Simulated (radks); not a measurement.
Computed order of ionisation of gallium. At each step one electron was removed from each of the four highest sub-shells of the ion before, moves of one valence electron (up to charge 6) and the configuration listed by NIST were tried, and the lowest configuration was kept. Code: a radial shooting solver on a logarithmic mesh with Libxc functionals. Model: Dirac Kohn-Sham, BLYP, spin-unpolarised, spherical densities, finite nucleus; Fermi nuclear charge, rms radius of each element as measured or else 0.836 A^(1/3) + 0.57 fm. Sub-shells are occupied by j as written (lower j first in brackets).

\begin{tabular}{lrrrrrr}
species & lowest configuration found & NIST configuration & margin to the next tried (eV) & IE (eV) & NIST IE (eV) & kind \\ \hline
Ga & [Ar] 3d10 4s2 4p(1/2: 1, 3/2: 0) & same & 6.478 & 5.748 & 5.999 & exp. \\
Ga+ & [Ar] 3d10 4s2 & same & 7.259 & 21.239 & 20.515 & exp. \\
Ga2+ & [Ar] 3d10 4s1 & same & 8.245 & 31.545 & 30.726 & exp. \\
Ga3+ & [Ar] 3d10 & same & 18.198 & 63.645 & 63.24 & exp. \\
Ga4+ & [Ar] 3d(3/2: 4, 5/2: 5) & same & 0.510 & 88.055 & 86.0 & semi-emp. \\
Ga5+ & [Ar] 3d(3/2: 4, 5/2: 4) & same & 0.549 & 114.80 & 113 & theory \\
Ga6+ & [Ar] 3d(3/2: 4, 5/2: 3) & same & 0.591 & 143.67 & 141 & theory \\
Ga7+ & [Ar] 3d(3/2: 4, 5/2: 2) & same & 0.635 & 174.55 & 170 & theory \\
Ga8+ & [Ar] 3d(3/2: 4, 5/2: 1) & same & 0.681 & 207.31 & 211 & theory \\
Ga9+ & [Ar] 3d(3/2: 4, 5/2: 0) & same & 0.729 & 242.66 & 244 & theory \\
Ga10+ & [Ar] 3d(3/2: 3, 5/2: 0) & same & 79.274 & 279.09 & 280 & theory \\
Ga11+ & [Ar] 3d(3/2: 2, 5/2: 0) & same & 78.314 & 317.19 & 319 & theory \\
Ga12+ & [Ar] 3d(3/2: 1, 5/2: 0) & same & 77.057 & 356.94 & 356 & theory \\
Ga13+ & [Ar] & same & 75.504 & 471.92 & 471 & semi-emp. \\
\end{tabular}

Reference values: NIST Atomic Spectra Database (exp. = measured, semi-emp. = semi-empirical, theory = theoretical value adopted there). Spin polarisation and multiplet splitting are left out, so open shells lie too high by an amount that depends on their filling.

Beside tabulated values, note that spin-unpolarised runs miss the spin-polarisation part of the exchange energy of open shells.
